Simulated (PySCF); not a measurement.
An unknown gives this computed stick spectrum. Level of theory: TDDFT PBE0/def2-SVPD, vertical, gas phase, core orbitals frozen in the response in PySCF. Geometries: PBE0-D3(BJ)/def2-SVP, one conformer each. Relativistic effects are left out although some hold elements past zinc.

```csv
state,λ (nm),f
S1,219.3,0.035
S2,207.2,0.092
S3,195.8,0.207
S4,182.5,0.016
S5,178.6,0.016
S6,178.4,0.0059
```

Task: Which candidate is it?
A. `[GeH2]([CH2]CC)[AsH]C`
B. `CC(C)(C)C`
C. `[CH3][Ge]([NH2])([CH3])[CH3]`

Result: A. Its S1, at 5.65 eV, is the lowest among the candidates; the nearest of the others has S1 at 6.02 eV. S1 is HOMO→LUMO (50%), HOMO→LUMO+1 (47%). Löwdin shares by element: HOMO arsenic 58%, germanium 15%, carbon 10% or more, hydrogen 5% or more; LUMO arsenic 29%, germanium 21%, carbon 11% or more, hydrogen 7% or more (atoms not listed hold the other 32%). At the same level the other candidates give, for their lowest levels:
- `[CH3][Ge]([CH3])([CH3])[NH2]`: 206 nm (f 0.060); 175 nm (f 0.005); 171 nm (f 0.003); 165 nm (f 0.050); 164 nm (f 0.024); T1 5.72 eV; HOMO -6.93, LUMO 0.29 eV
- `CC(C)(C)C`: 145 nm (f 0.285 summed over 3 states); 131 nm (f 0.000 summed over 3 states); 128 nm (f 0.008 summed over 3 states) [of 10 roots; the last level is left out, as the window may have cut its degenerate partner]; T1 8.34 eV; HOMO -9.03, LUMO 0.62 eV

Shape of the structure used: `[CH3:1][CH2:2][CH2:3][GeH2:4][AsH:5][CH3:6]`: C1–C2–C3–Ge4 63°, C2–C3–Ge4–As5 -80°, C3–Ge4–As5–C6 -176°.
Triplets come from the Tamm–Dancoff approximation.
